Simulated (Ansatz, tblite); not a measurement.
Removing and adding an electron: BiIO. The state is a singlet with charge 0. Geometry: B3LYP-D4/def2-TZVP. Ansatz, gas phase; energy differences of separate SCF runs; the oxidised species was run as a doublet alone; the reduced species was run as a doublet alone.

```xyz
3

Bi   -0.9304   -0.1200    0.3486
O     0.3661   -1.1443    1.2916
I     0.5643    1.2643   -1.6401
```

In the def2 sets Bi, I take a core potential; there is no spin–orbit coupling. The xTB rows come from tblite. Correlated methods freeze 9 core orbitals; core or outer-core shells of Bi, I are correlated, in sets that lack core-valence functions. In CCSD on the charge 1 doublet the largest single amplitude is 0.16, so its Hartree–Fock determinant may place the open shell otherwise than the density functionals do. HOMO above LUMO, or a gap near zero within one spin, warns that the state may not be the lowest or that an electron is smeared out. The structure comes from a short search, and lower isomers may exist.

```csv
level,−HOMO (eV),vertical IE (eV),−LUMO (eV),vertical EA (eV),HOMO–LUMO gap (eV),IE − EA (eV),remarks
GFN1-xTB,10.56,14.50,8.28,4.44,2.28,10.06,–
GFN2-xTB,11.38,14.72,9.33,5.48,2.06,9.25,–
r2SCAN-D4/def2-TZVP,6.68,9.30,4.37,–,2.31,–,–
r2SCAN-D4/def2-TZVPD,6.73,–,4.41,2.00,2.32,–,HOMO above zero (-1 doublet)
PBE0-D4/def2-TZVP,7.60,9.25,3.75,–,3.85,–,–
CCSD/def2-TZVPP,–,9.21,–,–,–,–,"large T1 (0.025) (singlet), restricted SCF unstable (singlet)"
```

Estimate the rows for PBE-D4/def2-TZVP, PBE-D4/def2-TZVPD, PBE0-D4/def2-TZVPD, MP2/def2-TZVPP, CCSD(T)/def2-TZVPP.


```
             level  −HOMO (eV)  vertical IE (eV)  −LUMO (eV)  vertical EA (eV)  HOMO–LUMO gap (eV)  IE − EA (eV)                                                        remarks
  PBE-D4/def2-TZVP        6.38              9.27        4.35                 –                2.03             –                     gap within one spin near zero (+1 doublet)
 PBE-D4/def2-TZVPD        6.45                 –        4.42              1.82                2.03             –                                   HOMO above zero (-1 doublet)
PBE0-D4/def2-TZVPD        7.65                 –        3.82              2.06                3.83             –                                                              –
    MP2/def2-TZVPP           –             10.26           –                 –                   –             –                              restricted SCF unstable (singlet)
CCSD(T)/def2-TZVPP           –              9.42           –                 –                   –             –  large T1 (0.025) (singlet), restricted SCF unstable (singlet)
```

Run but left out: HF/def2-TZVPP (singlet: restricted singlet, unstable towards broken spin symmetry).   A HOMO above zero means that the electron is unbound at that level or that self-interaction error raises the level; the energy of removing that electron tells which. Raw xTB energy differences between charge states are shifted by several eV; the methods need an empirical correction for them.
